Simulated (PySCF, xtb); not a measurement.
Cd(Me) (CH3Cd), SMILES [CH3][Cd+], charge +1.

Harmonic wavenumbers (cm⁻¹) from GFN2-xTB (xtb 6.7.1) at its own minimum, in rising order: 421, 715, 715, 1125, 1314, 1314, 2895, 2927, 2928.

**Question.** What does PBE-D3(BJ)/def2-TZVP (PySCF) give at its own minimum? (The exact figures need the calculation; the answer reports its results.)

**Answer.** 404, 752, 752, 1103, 1369, 1369, 3008, 3158, 3158. Paired by order, the mean absolute difference is 89 cm⁻¹ and the zero-point energies are 20.5 and 21.5 kcal/mol.
